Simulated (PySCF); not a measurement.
Mo(NH)2(F)(Me) (CH5FMoN2), SMILES [NH]=[Mo]([CH3])([F])=[NH], multiplicity 1. Geometry: PBE-D3(BJ)/def2-SVP. The spin state was assumed, not searched. The structure was generated by enumeration; whether it is a known compound was not checked. The def2 effective core potentials stand for the cores of Mo; spin–orbit coupling is left out.

All values below come from PBE-D3(BJ)/def2-SVP in PySCF 2.14.0.

Harmonic wavenumbers (cm⁻¹): 159, 162, 209, 216, 225, 287, 377, 528, 575, 595, 603, 692, 719, 742, 971, 994, 1142, 1347, 1360, 2958, 3065, 3091, 3503, 3505. Rotational constants (GHz): 3.529, 3.060, 2.880; symmetry number 1.

Problem. Work out the zero-point energy and the ideal-gas rigid-rotor harmonic-oscillator thermochemistry at 298.15 K and 1 atm.

Solution. ZPE = ½ Σ hcν = ½ × 28025 cm⁻¹ = 167.63 kJ/mol. H − E(el) = 190.04 kJ/mol. Entropy in J/(mol K): translation 172.04, rotation 111.87, vibration 70.03, total 353.95. G − E(el) = 84.51 kJ/mol. Cp = 118.88 J/(mol K).
